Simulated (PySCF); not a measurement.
PySCF input for C₃H₂F₃, SMILES FC(F)(C=[CH])F, multiplicity 2, SMD-B3LYP/6-31G*. Coordinates come from a PBE0-D3(BJ)/def2-SVP optimisation. The isomer is the one that the SMILES or the coordinates give; other isomers of the formula were not compared.

```python
import numpy as np
from pyscf import gto, scf, dft
from pyscf.solvent import smd

mol = gto.M(
    atom='''
    C    -0.14409462   -2.13828193    0.00000000
    C     0.58323890   -1.04737680    0.00000001
    C     0.00664626    0.33813081   -0.00000000
    F    -1.32214352    0.33810208   -0.00000001
    F     0.41839208    1.01865828    1.07488021
    F     0.41839211    1.01865827   -1.07488021
    H     0.00965724   -3.21612537    0.00000001
    H     1.68383345   -1.07747483    0.00000001
    ''',
    basis='6-31G*',
    charge=0,
    spin=1,
    max_memory=1600,
    verbose=3,
)
mf = dft.UKS(mol, xc='b3lyp').density_fit(auxbasis='def2-universal-jkfit')
mf.grids.level = 3
mf.conv_tol = 1e-9
mf.max_cycle = 100
mf.kernel()
fine, coarse = mf.grids, dft.Grids(mol).set(level=1).build(with_non0tab=True)
for _ in range(3):  # follow internal instabilities
    mf.grids = coarse
    mo, _, stable, _ = mf.stability(return_status=True, nroots=4)
    mf.grids = fine
    if stable:
        break
    mf.kernel(mf.make_rdm1(mo, mf.mo_occ))
res = {}
for name in ['water', 'dichloromethane', 'acetone']:
    s = mf.SMD()
    s.with_solvent.solvent, s.with_solvent.sasa_ng = name, 302
    s.kernel(mf.make_rdm1())
    res[name] = (s.e_tot, s.with_solvent.get_cds(), s.dip_moment(), s.mo_energy, s.converged)
    print(f'SMD {name}: dG(solv) = {(s.e_tot - mf.e_tot) * 627.509474:.3f} kcal/mol, of which CDS {res[name][1] * 627.509474:.3f}')
```

Program output:

```

WARN: HOMO -0.207007926069231 >= LUMO -0.20700792606923

converged SCF energy = -414.931456198859  <S^2> = 0.76137565  2S+1 = 2.0113435
<class 'pyscf.df.df_jk.DFUKS'> wavefunction is stable in the internal stability analysis
converged SCF energy = -414.928898791922  <S^2> = 0.76083161  2S+1 = 2.0108024
Dipole moment(X, Y, Z, Debye):  1.40163, -2.52113,  0.00000
SMD water: dG(solv) = 1.605 kcal/mol, of which CDS 5.172
converged SCF energy = -414.934715786087  <S^2> = 0.760923  2S+1 = 2.0108933
Dipole moment(X, Y, Z, Debye):  1.34366, -2.46625,  0.00000
SMD dichloromethane: dG(solv) = -2.045 kcal/mol, of which CDS 0.969
converged SCF energy = -414.934351359682  <S^2> = 0.7608665  2S+1 = 2.0108371
Dipole moment(X, Y, Z, Debye):  1.37922, -2.50091,  0.00000
SMD acetone: dG(solv) = -1.817 kcal/mol, of which CDS 1.541
```

Self-consistency was reached.

Cost: about 2.6 core-minutes (a rough figure).
